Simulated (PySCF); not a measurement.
C₃H₅ClOSi.
Cartesian coordinates in Å at the GFN2-xTB level; atoms count from 1:
```
atom  x, y, z in Å
O1    -0.4274   -2.1742   -0.2865
C2    -0.1821   -0.9904   -0.1298
Si3   -1.6826    0.2106   -0.0243
C4     1.2292   -0.5760   -0.0312
C5     1.7206    0.6498    0.1235
Cl6    0.7808    2.0666    0.2495
H7    -1.6834    0.8623    1.2850
H8    -2.8476   -0.6564   -0.1651
H9    -1.6215    1.1656   -1.1299
H10    1.9363   -1.3944   -0.0989
H11    2.7833    0.8392    0.1818
```

Computed at PBE0/pcSseg-1 (PySCF, non-relativistic), with Q(17O) = −0.0256 b, Q(35Cl) = −0.0817 b: O1, 17O (I = 5/2): χzz = 13.07 MHz, η = 0.539; Cl6, 35Cl (I = 3/2): χzz = -71.26 MHz, η = 0.156.

Problem. Where would the pure quadrupole (NQR) lines of 17O at O1 fall for the rigid, isolated species?

Solution. From the eigenvalues of H = χ/[4I(2I − 1)] × [3Iz² − I(I + 1) + η(Ix² − Iy²)], steps between neighbouring levels, labelled as for η = 0: ±1/2↔±3/2 2.502 MHz, ±3/2↔±5/2 3.731 MHz (carbonyl oxygen).

Problem. Where would the pure quadrupole (NQR) lines of 35Cl at Cl6 fall for the rigid, isolated species?

Solution. From ν = (|χ|/2)√(1 + η²/3): ν = 35.78 MHz (vinyl chlorine). For 37Cl the ratio of quadrupole moments, 0.7881, gives 28.20 MHz.

Problem. Apply the simplest Townes–Dailey estimate (no s hybridisation, no π bonding), ionic character = 1 − χzz/χ0, where χ0 is the coupling for one missing p electron along the bond: −109.74 MHz for 35Cl.

Solution. Cl6 on C5: 1 − (-71.26)/(-109.74) = 0.35. In this model a purely covalent bond gives χ0 and a free halide ion gives zero; s hybridisation or π bonding, where present, is counted here as ionic character.

In a crystal, neighbours and librations shift these lines. GFN2-xTB bond lengths can be off by several hundredths of an ångström, more for odd bonds, and the gradients follow them. These gradients aren't converged with respect to the basis.

The run behind these numbers computed NMR shieldings as well. The run took 45 s on one thread, Intel Xeon at 2.50 GHz (x86_64), no GPU, shared host, and the process peaked at 0.70 GiB of memory.

One conformer stands for the species.
